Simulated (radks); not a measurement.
The numbers below are computed, except where a source is named.
Numerical settings for the selenium ion Se22+, [Ne] 3s2. Level of theory: Dirac Kohn-Sham, PBE, spin-unpolarised, spherical densities, finite nucleus; Fermi nuclear charge, rms radius 4.14 fm (a radial shooting solver on a logarithmic mesh with Libxc functionals). The defaults (mesh step 0.008 in ln r, mesh end at 40 bohr or more with all orbitals vanishing there, Anderson mixing 0.5 over 9 steps, residual threshold near 1e-9 with the energy settled to 1e-9 hartree or 1e-11 of itself, here a cap of 68 iterations) give E = -2131.2369 hartree and 3s1/2 at -968.47 eV in 14 iterations. Times are rough (one thread of a shared host). Changes against that run (0 stands for a change within the tolerance of the run):

setting                    iterations  converged  E (mhartree)  e(3s1/2) (meV)  CPU (s)
mesh step in ln r 0.005            14        yes             0               0     0.06
mesh step in ln r 0.012            13        yes             0               0     0.03
mesh step in ln r 0.2              68         no     -7.93e+06       -1.42e+07     0.06
mesh end (bohr) 5                  14        yes             0               0     0.04
mesh end (bohr) 400                14        yes             0               0     0.04
residual threshold 0.001            7        yes             0          -0.338     0.03
residual threshold 1e-05            9        yes             0         -0.0624     0.03
mixing 1.5                         13        yes             0               0     0.04
linear mixing, mixing 0.5          32        yes             0               0     0.07
linear mixing, mixing 0.2          68         no             0         -0.0403     0.15
mixing history 2                   23        yes             0               0     0.06
iteration cap 8                     8         no             0         -0.0624     0.02

No run marked as converged misses the energy by more than 1 mhartree. A mesh that ends early acts as a hard wall.
